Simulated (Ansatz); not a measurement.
Compare A (`C=CN(C)[SiH3]`) with its isomer B (`CC([SiH3])C=N`).

Computed with Ansatz on PBE0-D4/def2-TZVP structures; ΔE is electronic, products minus reactants. CCSD(T)/CBS adds triple-zeta CCSD(T) − MP2 to the extrapolated MP2 energy (def2 sets, frozen cores). Functionals use def2-TZVPP. B3LYP here is the variant with VWN-RPA as its local correlation; programs differ in this. Each species was taken in one conformer, which may not be the lowest.

Problem. Which is lower in electronic energy at CCSD(T)/CBS, and by how much? (An estimate is asked.)

Solution. The calculation gave: A, by 6.1 kcal/mol.

Problem. Give E(B) − E(A) in kcal/mol with MP2/def2-TZVPP, B3LYP-D4, CCSD(T)/def2-TZVPP, PBE0-D4, B3LYP, HF/def2-TZVPP, r2SCAN-D4. (Best estimate.)

Solution. Ansatz gave: MP2/def2-TZVPP 6.4, B3LYP-D4 7.8, CCSD(T)/def2-TZVPP 5.3, PBE0-D4 6.2, B3LYP 7.6, HF/def2-TZVPP 7.6, r2SCAN-D4 6.7. None reverses the order clearly.

Largest T1 diagnostic: 0.012.

In def2-TZVPP, CCSD(T) changes the Hartree–Fock value by −2.3 kcal/mol (the triples alone add −0.3 kcal/mol) and MP2 by −1.2 kcal/mol.
